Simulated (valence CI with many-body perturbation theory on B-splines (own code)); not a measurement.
Values are calculated unless marked as measured or tabulated.
# Tl10+: magnetic and hyperfine properties of the levels

Method: configuration interaction combined with many-body perturbation theory (CI+MBPT): three valence electrons over a frozen Dirac-Fock core [Xe] 4f14, radial functions for each j: 9 s, 9 p, 10 d, 8 f, 5 g, 3 h, 1 i, with the one-electron correlation potential Σ1, the two-electron term Σ2, the three-electron term Σ3, Breit, model QED; selected CI, second order for the rest, scaled by the run's own slope (own B-spline code, finite nucleus).

No measured spectrum was set against this ion. As an estimate, terms of the open shell hold to 2 to 4 % of their energy, and close levels can change places. Core correlation moves these levels by up to 12000 cm⁻¹, and in measured spectra 5 to 20 % of such shifts remained as error; rates that hang on mixing are uncertain with them. The list stops below the first excitations out of the core. Only levels of the ground parity were solved; by the run's estimate the other parity begins above the list, which can be wrong where configurations are misplaced.

A/g_I is the dipole constant over the nuclear g factor μ/I (μ in nuclear magnetons, uniformly magnetised nucleus), B/Q the quadrupole constant per barn. Both hold the static response of the core; the bare values leave it out. Large factors of s and p1/2 electrons are usually good to 5 to 10 %; those of open d and f shells near neutrality can be off by tens of per cent, and small factors of p3/2, d and f electrons come from cancelling terms and can be off by a factor of two or in sign, in half-filled shells by more. B is blank for J = 1/2, where it vanishes, and for nearly pure S terms. Energies count from the lowest level.

Levels are named by their leading jj configuration (3d3/2^4 stands for four electrons in 3d with j = 3/2), which in mixed levels can hold well under half, so a name can repeat and another be missing. Letters in brackets count levels of one name in rising energy.

| Level | E (eV) | g | A/g_I (MHz) | A/g_I bare | B/Q (MHz/b) | B/Q bare |
| --- | --- | --- | --- | --- | --- | --- |
| (5d3/2^3) J=3/2 | 0.000 | 0.570 | 5480 | 4360 | -2400 | -2130 |
| (5d3/2^2 5d5/2) J=5/2 [a] | 2.186 | 1.043 | 2230 | 2440 | -1480 | -1350 |
| (5d3/2^2 5d5/2) J=7/2 | 3.372 | 1.128 | 1880 | 2410 | -88.1 | -168 |
| (5d3/2^2 5d5/2) J=3/2 | 3.375 | 1.311 | 819 | 1950 | -1220 | -1100 |
| (5d3/2^2 5d5/2) J=9/2 | 3.781 | 1.113 | 2110 | 2640 | 2200 | 1810 |
| (5d3/2^2 5d5/2) J=1/2 | 3.955 | 1.987 | -4870 | -2150 |  |  |
| (5d3/2 5d5/2^2) J=7/2 [a] | 5.972 | 1.020 | 2210 | 2300 | 728 | 661 |
| (5d3/2^2 5d5/2) J=5/2 [b] | 6.066 | 1.497 | -673 | 913 | 3210 | 2760 |
| (5d3/2 5d5/2^2) J=9/2 | 6.324 | 1.126 | 1670 | 2130 | 1510 | 1280 |
| (5d3/2 5d5/2^2) J=3/2 [a] | 7.098 | 1.167 | 1620 | 2270 | -3060 | -2690 |
| (5d3/2 5d5/2^2) J=1/2 | 7.419 | 1.347 | -1310 | -660 |  |  |
| (5d3/2 5d5/2^2) J=11/2 | 7.791 | 1.090 | 1980 | 2360 | 6550 | 5780 |
| (5d3/2 5d5/2^2) J=5/2 [a] | 8.352 | 1.170 | 1170 | 1680 | 2220 | 1990 |
| (5d3/2 5d5/2^2) J=5/2 [b] | 8.757 | 1.014 | 2150 | 2190 | 1160 | 998 |
| (5d3/2 5d5/2^2) J=7/2 [b] | 9.190 | 1.120 | 1890 | 2380 | 1550 | 1390 |
| (5d5/2^3) J=9/2 | 9.836 | 1.113 | 1460 | 1790 | 1290 | 1160 |
| (5d5/2^3) J=3/2 | 10.419 | 1.170 | 1650 | 2320 | 1150 | 1030 |
| (5d3/2 5d5/2^2) J=3/2 [b] | 12.958 | 0.844 | 3710 | 3390 | 3210 | 2860 |
| (5d5/2^3) J=5/2 | 13.734 | 1.160 | 1260 | 1760 | 1440 | 1310 |
| (5d3/2^2 6s) J=3/2 | 39.070 | 0.460 | -17900 | -16500 | 486 | 444 |
| (5d3/2^2 6s) J=5/2 | 39.608 | 1.023 | 24800 | 22900 | 361 | 328 |
| (5d3/2 5d5/2 6s) J=7/2 [a] | 42.157 | 1.227 | 17100 | 16100 | 1300 | 1090 |
| (5d3/2^2 6s) J=1/2 | 42.174 | 2.378 | 106000 | 98600 |  |  |
| (5d3/2 5d5/2 6s) J=5/2 [a] | 42.724 | 0.988 | -9010 | -7790 | 1140 | 969 |
| (5d3/2 5d5/2 6s) J=9/2 | 43.724 | 1.265 | 14800 | 14200 | 4440 | 3840 |
| (5d3/2 5d5/2 6s) J=3/2 [a] | 43.802 | 1.535 | 14400 | 14100 | 2330 | 2010 |
| (5d3/2 5d5/2 6s) J=5/2 [b] | 43.842 | 1.318 | 21800 | 20600 | -1660 | -1530 |
| (5d3/2 5d5/2 6s) J=3/2 [b] | 44.549 | 1.119 | 1750 | 2090 | -1790 | -1610 |
| (5d3/2 5d5/2 6s) J=7/2 [b] | 44.582 | 1.010 | -9280 | -7910 | 5500 | 4860 |
| (5d3/2 5d5/2 6s) J=1/2 | 45.128 | 0.991 | -29200 | -26700 |  |  |
| (5d5/2^2 6s) J=9/2 | 46.656 | 1.179 | 14800 | 13900 | 6420 | 5720 |
| (5d5/2^2 6s) J=7/2 | 47.229 | 1.031 | -11000 | -9580 | 4570 | 4040 |
| (5d5/2^2 6s) J=5/2 | 47.375 | 1.355 | 24500 | 23000 | -2270 | -1990 |
| (5d5/2^2 6s) J=3/2 | 48.125 | 1.149 | -21300 | -18600 | -2100 | -1880 |

**Question.** Take the isotope of mass number 205, with I = 1/2, μ = 1.632 μN. What is the hyperfine structure of (5d3/2^2 5d5/2) J=9/2?

**Answer.** From the table A = 6890 MHz. Shifts from the centre of gravity in MHz: F = 4: -18900, F = 5: 15500.
